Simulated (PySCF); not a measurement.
CH5FO2Si, SMILES CO[SiH](O)F.

Geometry: PBE0-D3(BJ)/def2-SVP. This is a generated structure with no PubChem entry under its InChIKey; it may be hypothetical. The values are those of a single conformer.

Computed with TDDFT-ωB97X/def2-SVPD in PySCF.

Vertical excitations. Gas-phase values at a fixed geometry.

```tsv
state	energy (eV)	λ (nm)	f	main pairs
S1	8.51	146	0.002	HOMO→LUMO+1 41 %, HOMO→LUMO 34 %, HOMO→LUMO+4 11 %
S2	8.94	139	0.019	HOMO→LUMO+1 31 %, HOMO→LUMO 18 %, HOMO−2→LUMO 15 %, HOMO−1→LUMO 12 %
S3	9.03	137	0.035	HOMO−1→LUMO 29 %, HOMO−2→LUMO 13 %, HOMO→LUMO 11 %, HOMO→LUMO+1 11 %
S4	9.13	136	0.020	HOMO−1→LUMO+1 37 %, HOMO−2→LUMO 35 %, HOMO−1→LUMO+4 6 %
S5	9.48	131	0.088	HOMO→LUMO+2 56 %, HOMO→LUMO 16 %, HOMO→LUMO+3 10 %
S6	9.67	128	0.065	HOMO−1→LUMO+1 25 %, HOMO→LUMO+4 25 %, HOMO−1→LUMO 12 %, HOMO→LUMO+3 6 %
S7	9.72	128	0.078	HOMO→LUMO+4 40 %, HOMO−1→LUMO+1 19 %, HOMO−1→LUMO 7 %
S8	9.94	125	0.048	HOMO−1→LUMO+2 58 %, HOMO−1→LUMO 12 %, HOMO−1→LUMO+3 10 %
S9	10.02	124	0.029	HOMO−4→LUMO 57 %, HOMO−3→LUMO 11 %, HOMO−4→LUMO+1 9 %
S10	10.31	120	0.060	HOMO−1→LUMO+4 45 %, HOMO−1→LUMO+3 11 %, HOMO−1→LUMO+2 10 %
T1	8.29	150	0	HOMO→LUMO 32 %, HOMO→LUMO+1 25 %, HOMO→LUMO+4 18 %, HOMO→LUMO+2 12 %
T2	8.65	143	0	HOMO−2→LUMO 50 %, HOMO−1→LUMO 18 %, HOMO−2→LUMO+1 12 %
T3	8.78	141	0	HOMO→LUMO+1 51 %, HOMO→LUMO 17 %
T4	8.87	140	0	HOMO−1→LUMO+1 31 %, HOMO−1→LUMO 21 %, HOMO−1→LUMO+4 15 %, HOMO−2→LUMO 8 %
```
Triplets are in the Tamm–Dancoff approximation, which puts them higher than full response would, so one can lie above its singlet here.
